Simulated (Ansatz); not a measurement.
One change: `[BH2][SnH2][NH2]` becomes `[NH2][SnH2][Br]`.

Ansatz, PBE0-D4/def2-TZVP geometries, multiplicity 1. Each molecule was computed in one conformer, which needn't be the lowest.

Elements past krypton have def2 core potentials. Scalar relativity is left out up to krypton.

```csv
property,`[BH2][SnH2][NH2]`
size of the dipole moment (PBE/def2-TZVPP) / D,0.89
LUMO energy (ωB97M-V/def2-TZVPP) / eV,-0.60
HOMO energy (PBE/def2-TZVPP) / eV,-5.63
HOMO–LUMO gap (B3LYP/def2-TZVPP) / eV,4.01
LUMO energy (B3LYP/def2-TZVPP) / eV,-2.76
HOMO–LUMO gap (ωB97M-V/def2-TZVPP) / eV,8.73
```

(1) Give the same properties after the change, and the shifts. (An estimate is asked.)

Answers

(1) Ansatz gave: 
```csv
property,`[NH2][SnH2][Br]`,shift
size of the dipole moment (PBE/def2-TZVPP) / D,3.33,2.44
LUMO energy (ωB97M-V/def2-TZVPP) / eV,1.07,1.67
HOMO energy (PBE/def2-TZVPP) / eV,-6.20,-0.57
HOMO–LUMO gap (B3LYP/def2-TZVPP) / eV,6.33,2.32
LUMO energy (B3LYP/def2-TZVPP) / eV,-1.03,1.73
HOMO–LUMO gap (ωB97M-V/def2-TZVPP) / eV,11.01,2.28
```

With PBE0 the HOMO falls by 0.60 eV and the LUMO rises by 1.83 eV, so the gap widens by about 2.43 eV. PBE moves the HOMO by -0.57 eV and ωB97M-V by -0.61 eV. The zero-point energy changes by -49.2 kJ/mol with -6 modes. Dipoles are sizes alone; their direction can turn.

B3LYP here is the variant with VWN-RPA as its local correlation; programs differ in this.

Spin–orbit coupling is left out; it splits and shifts lone-pair levels of the heavy atoms by tenths of an eV.
